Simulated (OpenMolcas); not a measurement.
Xe3+: effect of the basis set

- Program: OpenMolcas
- Method: RASSCF
- Active space: 5 electrons in 9 orbitals (RAS2 5s 5p; RAS3 5d, at most 2 electrons)
- State averaging: 2S+1 = 4 odd, 1 root; 2S+1 = 2 odd, 11 roots; 2S+1 = 4 even, 3 roots; 2S+1 = 2 even, 9 roots
- Spin-orbit coupling: RASSI with atomic mean-field integrals over the reference wave functions, term energies averaged over their components

A. ANO-R2 [7s6p4d2f1g], X2C, finite nucleus; cost roughly 22 core-seconds
B. ANO-RCC-VTZP [7s6p4d2f1g], DKH2, point nucleus; cost about 28 core-seconds
C. ANO-RCC-VQZP [8s7p5d3f2g], DKH2, point nucleus; cost of the order of 27 core-seconds
D. ANO-RCC [10s9p8d5f3g], DKH2, point nucleus; cost of the order of 50 core-seconds

Energies in eV above 5s² 5p³ ⁴S°_3/2, the measured ground level; measured values from Saloman, J. Phys. Chem. Ref. Data 33, 765 (2004).

| Level | A | B | C | D | Measured |
| --- | --- | --- | --- | --- | --- |
| 5s² 5p³ ⁴S°_3/2 | 0.0000 | 0.0000 | 0.0000 | 0.0000 | 0.0000 |
| 5s² 5p³ ²D°_3/2 | 2.0865 | 2.0901 | 2.1348 | 2.1380 | 1.6449 |
| 5s² 5p³ ²D°_5/2 | 2.5733 | 2.5762 | 2.6312 | 2.6331 | 2.1711 |
| 5s² 5p³ ²P°_1/2 | 3.9006 | 3.9011 | 3.9535 | 3.9565 | 3.4761 |
| 5s² 5p³ ²P°_3/2 | 4.6284 | 4.6268 | 4.6912 | 4.6922 | 4.4200 |
| 5s 5p⁴ ⁴P_5/2 | 12.0131 | 11.9833 | 12.0157 | 12.0195 | 12.3567 |
| 5s 5p⁴ ⁴P_3/2 | 12.8097 | 12.7777 | 12.8167 | 12.8202 | 13.2568 |
| 5s 5p⁴ ⁴P_1/2 | 13.1032 | 13.0711 | 13.1142 | 13.1192 | 13.5458 |

Deviations, from unrounded energies. A percentage is the sum of absolute deviations over the sum of measured energies, with the sign that they share, or ± where signs differ.

```tsv
Against measurement	Levels	A	B	C	D
mean absolute deviation (cm-1)	7	3100	3200	3400	3400
other terms of the ground configuration (%)	4	+12.6	+12.7	+14.5	+14.6
other configurations (%)	3	-3.1	-3.4	-3.1	-3.1
```

A, B lie about equally close to measurement and C furthest from it. The largest miss of A in the table is 5s 5p⁴ ⁴P_3/2, by -3600 cm-1. The ranking rests on the paired levels alone, and a cruder setting can come out closer through cancelling errors.

Among A to D the level of the table that moves most is 5s² 5p³ ²P°_3/2, by 530 cm-1 (lowest in B, highest in D).

Some terms mix strongly with configurations of 5d, whose occupation reaches 0.28 (5s 5p⁴ ²D) (figures for A; the like holds for B, C, D). The run also gave levels led by 5s² 5p² 5d, which use shells meant for correlation; these and all levels above them are left out (holds for A; B). The run also gave levels led by 5s 5p³ 5d, 5s² 5p² 5d, which use shells meant for correlation; these and all levels above them are left out (holds for C; D). Computed and measured levels are paired by configuration, term and J; levels that our copy of the source lacks, or whose pairing is in doubt (as where it misses far off the trend of its configuration), stay unpaired and out of the deviations. Levels of configurations outside the active space are missing. The table leaves out levels that lie high or whose names do not pair safely across all columns.

° marks odd parity.
